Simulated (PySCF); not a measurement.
**A small calculation by hand: chemical shift, span and skew from a shielding tensor**

Al(F)(Br)(OH) (AlBrFHO), SMILES [Br][Al]([F])[OH]. Atoms are numbered in the order given.

```xyz
5

Al    -0.0282     0.9423     0.0000
F     -1.4937     1.7174     0.0000
Br     0.0271    -1.2828     0.0000
O      1.4189     1.8041     0.0000
H      1.5110     2.7606     0.0000
```
Charge 0, spin multiplicity 1.

Geometry: r2SCAN-D4/def2-SVP. One conformer was computed; it need not be the lowest.

GIAO shieldings from PySCF with KT2/pcSseg-1, non-relativistic, no solvent. The symmetric part of the tensor of F2 has the principal values 234.3, 274.2, 426.8 ppm. The same nucleus in CFCl3 has σ = 127.1 ppm at this level (PySCF, at its B3LYP-D3(BJ)/def2-TZVP geometry). Without spin–orbit terms, shifts of atoms bonded to Cl or Br come out too high.

Question: Work out the isotropic shielding, the ¹⁹F shift against CFCl3, the span and the skew.

Answer: 
σ(iso) = (σ11 + σ22 + σ33)/3 = 311.8 ppm. δ = σ(ref) − σ(iso) = 127.1 − (311.8) = -184.7 ppm.
Span Ω = σ33 − σ11 = 192.5 ppm. Skew κ = 3(σ(iso) − σ22)/Ω = 0.59. Tumbling in solution averages the tensor to δ; in a static solid the shielding alone would spread this spin-1/2 line over Ω.
